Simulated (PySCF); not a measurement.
Ge(OH)2(SMe)2, SMILES [OH][Ge]([OH])([S]C)[S]C, GFN2-xTB optimised geometry.

```
15

C      1.90     0.17    -1.26
S      1.61    -1.11     0.00
Ge    -0.64    -1.11     0.00
O     -1.31    -1.66    -1.54
O     -1.11     0.59     0.00
S     -1.59    -2.23     1.69
C     -0.70    -1.48     3.09
H      1.47    -0.15    -2.21
H      2.98     0.25    -1.35
H      1.47     1.11    -0.94
H     -1.28    -2.60    -1.72
H     -1.90     0.77    -0.51
H     -1.11    -1.94     3.99
H     -0.87    -0.41     3.11
H      0.36    -1.71     3.02
```

Density from PBE0/def2-TZVP run with PySCF 2.14.0 at that geometry.

Minimum of the electron density along straight lines between bonded atoms, close to the bond critical point (lines longer than 1.1 times the sum of covalent radii, or with two minima, are not listed):

| bond | length / Å | ρ at the minimum / e bohr⁻³ | ∇²ρ there / e bohr⁻⁵ | position (fraction from the first atom) |
|---|---|---|---|---|
| C1–S2 | 1.819 | 0.177 | -0.28 | 0.47 |
| S2–Ge3 | 2.252 | 0.102 | 0.01 | 0.56 |
| Ge3–O4 | 1.768 | 0.146 | 0.67 | 0.47 |
| Ge3–O5 | 1.760 | 0.150 | 0.69 | 0.47 |
| Ge3–S6 | 2.248 | 0.103 | 0.01 | 0.44 |
| S6–C7 | 1.823 | 0.176 | -0.27 | 0.53 |
| C1–H8 | 1.085 | 0.284 | -0.99 | 0.65 |
| C1–H9 | 1.085 | 0.282 | -0.98 | 0.65 |
| C1–H10 | 1.085 | 0.285 | -1.00 | 0.65 |
| O4–H11 | 0.955 | 0.362 | -2.49 | 0.81 |
| O5–H12 | 0.957 | 0.361 | -2.47 | 0.81 |
| C7–H13 | 1.085 | 0.283 | -0.99 | 0.65 |
| C7–H14 | 1.085 | 0.284 | -1.00 | 0.65 |
| C7–H15 | 1.085 | 0.284 | -1.00 | 0.65 |
